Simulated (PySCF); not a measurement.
C₆ coefficients of unlike pairs at PBEsol

Calculated with PySCF 2.14 from the dipole response of each species, C₆(A,B) = (3/π) ∫ α_A(iu) α_B(iu) du, in atomic units, from isotropic polarisabilities. For ions this is the dispersion term alone; charge-induced terms of lower order in 1/R come first.

| species | configuration | basis | relativity | α (bohr³) | C₆ (like pair) |
| --- | --- | --- | --- | --- | --- |
| C³⁺ | [He] 2s1 (2S) | aug-cc-pV5Z (7s6p5d4f3g2h) | none | 3.068 | 2.418 |
| Mg | [Ne] 3s2 (1S) | aug-cc-pCVQZ (10s9p7d5f3g) | none | 74.08 | 660.0 |
| As²⁺ | [Ar] 3d10 4s2 4p1 (2P) | aug-cc-pVTZ-PP with one added diffuse shell each of s, d, f type with ECP10MDF (7s5p5d3f) | core potential | 10.17 | 43.33 |
| Mg⁺ | [Ne] 3s1 (2S) | aug-cc-pCVQZ (10s9p7d5f3g) | none | 33.50 | 144.1 |

(1) Estimate C₆ for Mg⁺ with C³⁺.

No spin-orbit coupling is included.

The other pairs:

```tsv
pair	C₆
As²⁺, C³⁺	9.993
Mg, C³⁺	37.25
Mg⁺, Mg	308.0
Mg⁺, As²⁺	68.02
As²⁺, Mg	142.0
```

Answers

(1) The integral gives 17.66. The combination rule 2 C_A C_B / (C_A α_B/α_A + C_B α_A/α_B) gives 17.60 and the geometric mean 18.67.
